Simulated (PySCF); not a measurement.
Job file and geometry (Å, from GFN2-xTB) of an NMR shielding run on SMILES C=C(C)S[SiH](F)F, C3H6F2SSi, GIAO PBE0/pcSseg-1 NMR shielding, non-relativistic, gas phase (PySCF); density fitting, a coarse starting grid and PySCF grid level 2 are the driver's defaults:

```
$ OMP_NUM_THREADS=1 python probes_run.py task.json out

{"job": {"kind": "nmr", "xc": "PBE0", "basis": "pcSseg-1"}, "charge": 0, "multiplicity": 1}
C     -2.291973    -0.342819    -0.263122
C     -1.000801    -0.070316    -0.162238
C     -0.334550     1.096341    -0.809381
S     -0.001085    -1.164678     0.844483
Si     2.022849    -0.691815     0.422749
F      2.365328    -0.779775    -1.135945
F      2.877235    -1.880455     1.040260
H     -2.728292    -1.196396     0.223040
H     -2.950066     0.285925    -0.837251
H      0.161878     1.718512    -0.065616
H      0.409395     0.765529    -1.532543
H     -1.074939     1.699323    -1.330605
H      2.540634     0.561111     0.904556
```

Task: Write the output of this run.

Result: 
```
coarse grid: 12400 points
cycle   1  E = -1004.6109852673  dE =  7.620e-01  |g| = 7.776e-01  |ddm| = 3.374e+00
cycle   2  E = -1004.4952553225  dE =  1.157e-01  |g| = 1.170e+00  |ddm| = 1.354e+00
cycle   3  E = -1004.7176203427  dE = -2.224e-01  |g| = 8.110e-02  |ddm| = 8.292e-01
cycle   4  E = -1004.7189515048  dE = -1.331e-03  |g| = 3.793e-02  |ddm| = 1.119e-01
cycle   5  E = -1004.7192672734  dE = -3.158e-04  |g| = 1.524e-02  |ddm| = 4.292e-02
cycle   6  E = -1004.7193197055  dE = -5.243e-05  |g| = 2.796e-03  |ddm| = 1.366e-02
cycle   7  E = -1004.7193214980  dE = -1.792e-06  |g| = 5.389e-04  |ddm| = 3.414e-03
final grid: 112736 points
cycle   8  E = -1004.7733842281  dE = -3.083e-05  |g| = 7.628e-03  |ddm| = 2.286e-02
cycle   9  E = -1004.7733757070  dE =  8.521e-06  |g| = 9.384e-03  |ddm| = 1.639e-02
cycle  10  E = -1004.7733987516  dE = -2.304e-05  |g| = 7.594e-04  |ddm| = 1.017e-02
cycle  11  E = -1004.7733988770  dE = -1.255e-07  |g| = 2.728e-04  |ddm| = 9.463e-04
cycle  12  E = -1004.7733988932  dE = -1.617e-08  |g| = 8.638e-05  |ddm| = 2.746e-04
cycle  13  E = -1004.7733988950  dE = -1.843e-09  |g| = 2.718e-05  |ddm| = 1.056e-04
cycle  14  E = -1004.7733988952  dE = -1.730e-10  |g| = 5.381e-06  |ddm| = 2.827e-05
converged SCF energy = -1004.7733988952

GIAO shielding tensors (ppm)
atom      isotropic    diamagn.    paramagn.     s11        s22        s33       span
  0 C       64.568     251.449    -186.881    -43.313     92.967    144.051    187.364
  1 C       42.203     263.527    -221.324    -67.071     59.193    134.487    201.558
  2 C      158.022     250.163     -92.141    137.515    150.001    186.549     49.035
  3 S      497.108    1059.536    -562.427    382.767    431.016    677.542    294.775
  4 Si     362.291     876.248    -513.957    335.718    350.534    400.619     64.902
  5 F      300.580     469.543    -168.963    244.871    300.125    356.744    111.873
  6 F      325.433     465.510    -140.076    259.579    339.196    377.525    117.946
  7 H       26.355      30.923      -4.568     22.643     24.365     32.056      9.413
  8 H       26.156      30.606      -4.451     22.364     25.097     31.007      8.643
  9 H       29.856      31.454      -1.598     26.206     29.029     34.332      8.126
 10 H       29.373      31.234      -1.861     24.449     30.106     33.565      9.116
 11 H       29.533      30.665      -1.132     25.128     27.748     35.723     10.594
 12 H       26.193      28.898      -2.705     22.377     23.974     32.229      9.852
```

Task: Turn these shieldings into chemical shifts. Referencing at the same level of theory: 13C (σref 186.93) and 29Si (σref 349.16) and 1H (σref 31.72) against TMS; 33S (σref 503.73) vs CS2; 19F (σref 170.95) vs CFCl3.

Result: Averaging equivalent atoms: C 1: 144.7; C 0: 122.4; C 2: 28.9; S 3: 7; Si 4: -13.1; F 5/6: -142.1; H 8: 5.56; H 12: 5.52; H 7: 5.36; H 9/10/11: 2.13 ppm. Unscaled 19F shifts against computed CFCl3 carry errors that often reach 10 to 50 ppm.

Size and cost of the density-fitted run: 163 basis functions, 43 s wall time on 1 thread of an Arm Neoverse N1, shared host; peak memory 0.73 GiB.
